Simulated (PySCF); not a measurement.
Molecule: `Cl[SiH](SCCCC)Cl`, C4H10Cl2SSi.

Geometry (Å), atoms numbered from 1 in this order:
```xyz
18

C    -1.6672    1.0121    0.0685
C    -0.5933    0.2402    0.8168
C     0.3149   -0.5571   -0.1067
C     1.4331   -1.3180    0.5854
S     2.5743   -0.3067    1.6142
Si    3.2573    1.0915    0.1853
Cl    4.8751    2.0153    1.0443
Cl    3.8082    0.1331   -1.5605
H    -2.3102    0.3407   -0.5229
H    -1.2208    1.7386   -0.6297
H    -2.3161    1.5718    0.7583
H    -1.0592   -0.4470    1.5449
H     0.0218    0.9336    1.4145
H     0.7429    0.1075   -0.8794
H    -0.2832   -1.2974   -0.6678
H     1.0280   -2.0490    1.3023
H     2.0464   -1.8692   -0.1419
H     2.2851    2.1411   -0.2018
```

Geometry PBE0-D3(BJ)/def2-SVP throughout; GIAO in PySCF 2.14.0 with density-fitted response routines, gas phase, one conformer, non-relativistic; equivalent atoms averaged; functional PBE0.

For orientation, 6-31G* gives these shifts δ (against TMS, CS2 at the same level): C4 32.6, C3 31.6, C1 15.0, S5 -75.8, Si6 52.2, H18 6.28, H12/H13 1.57, H9/H10/H11 0.92, H14/H15 1.41 ppm.

A run gave: C4 35.9, C3 34.3, C1 15.6, S5 -89.1, Si6 29.7, H18 6.28, H12/H13 1.41, H9/H10/H11 0.97, H14/H15 1.29 ppm (shifts δ (against TMS, CS2 at the same level)).

Which basis set was used in that run?
A. cc-pVDZ
B. pcSseg-1
C. aug-cc-pVDZ
D. 6-311+G(2d,p)

## Answers

B. S5 tells them apart best: pcSseg-1 gives -89.1, aug-cc-pVDZ gives -64.9, cc-pVDZ gives -82.9, 6-311+G(2d,p) gives -58.7 ppm.
